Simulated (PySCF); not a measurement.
SMILES FC(F)(F)[CH]C(F)(F)F (C3HF6), doublet (PBE0/def2-SVP optimised geometry):

```
10

F     -2.007     0.935     0.000
C     -1.522    -0.310     0.000
F     -1.984    -0.920     1.092
F     -2.016    -0.935    -1.067
C     -0.032    -0.310     0.000
C      0.758    -0.311    -1.265
F      0.244     0.531    -2.163
F      0.787    -1.524    -1.822
F      2.016     0.056    -1.024
H      0.494    -0.264     0.955
```

Level of theory: PySCF 2.14.0 with unrestricted PBE0/def2-TZVP.

Problem. What are the frontier orbital energies (α orbitals alone; a β orbital can be the lowest empty one) and the dipole moment?

Solution. HOMO-2 -12.22 eV, HOMO-1 -11.61 eV, HOMO -8.76 eV, LUMO 1.39 eV, LUMO+1 2.83 eV; dipole moment 1.72 D.

Meta-Löwdin charges at PBE0/def2-TZVP: F1 -0.26, C2 0.78, F3 -0.26, F4 -0.26, C5 -0.16, C6 0.78, F7 -0.26, F8 -0.26, F9 -0.26, H10 0.17.
